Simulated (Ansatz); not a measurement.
A nudged elastic band was laid between two geometries of FGaH4Se (7 atoms, charge 0, multiplicity 1).

These are results of RHF/def2-TZVP (Ansatz 0.2.0), not measurements.

| Quantity | Value |
| --- | --- |
| movable images | 7 |
| climbing image | yes |
| spring | 0.1 eV/Å² |
| optimiser | quadratic models (default) |
| start path | through a guess of the saddle point |
| force threshold | 0.05 eV/Å |
| iteration limit | 60 |
| end points | relaxed |

Image 0:

```xyz
7
Properties=species:S:1:pos:R:3
Ga -0.768 -0.995 -0.164
F 0.682 -1.730 0.516
H -1.018 -1.329 -1.674
H -1.805 -0.490 0.900
H 1.890 0.892 0.170
Se 0.736 1.493 -0.480
H 0.283 2.158 0.732
```

Image 8:

```xyz
7
Properties=species:S:1:pos:R:3
Ga -0.840 -0.359 -0.333
F 1.284 -1.265 0.529
H -0.881 -1.284 -1.595
H -1.643 -0.541 0.997
H 1.824 -0.542 0.428
Se 0.291 1.717 -0.665
H -0.034 2.274 0.640
```

(1) Which bonds break or form, and what moves?

(2) What energy profile does the band end with?

(3) What is the geometry of the highest image?

Results:

(1) Bonds broken: Ga1–F2, H5–Se6. Bonds formed: Ga1–Se6, F2–H5. FGaH4Se becomes FH + GaH3Se.

(2) The forces met the threshold. The highest image is number 4 of 0 to 8, 79.0 kJ/mol above the first end and 75.9 kJ/mol above the last; the last end lies 3.1 kJ/mol above the first. Another band between the same ends (7 images) ends at a top of the same energy, where a vibrational analysis finds 1 clearly imaginary mode. The orbitals stay closed-shell, which can raise the energy where a bond breaks towards radicals; this wasn't checked here.

```
image  path coordinate (Å)  energy (kJ/mol)  Ga1–F2 (Å)  H5–Se6 (Å)  Ga1–Se6 (Å)
    0                 0.00              0.0        1.76        1.45         2.92
    1                 0.35              2.5        1.77        1.45         2.90
    2                 0.69             12.9        1.78        1.46         2.86
    3                 1.02             40.5        1.82        1.50         2.74
    4                 1.36             79.0        1.92        1.68         2.63
    5                 1.68             37.1        2.08        2.02         2.53
    6                 1.99             12.0        2.26        2.34         2.44
    7                 2.31              4.5        2.40        2.65         2.40
    8                 2.62              3.1        2.46        2.94         2.39
```

(3) 
```xyz
7
Properties=species:S:1:pos:R:3
Ga -0.730 -0.684 -0.224
F 1.005 -1.105 0.480
H -0.879 -1.366 -1.618
H -1.733 -0.510 0.956
H 1.286 0.064 0.175
Se 0.716 1.492 -0.515
H 0.336 2.108 0.747
```

Time of the run: 3 min on 4 threads of Arm Neoverse N1 (shared host), peak memory 0.44 GiB.
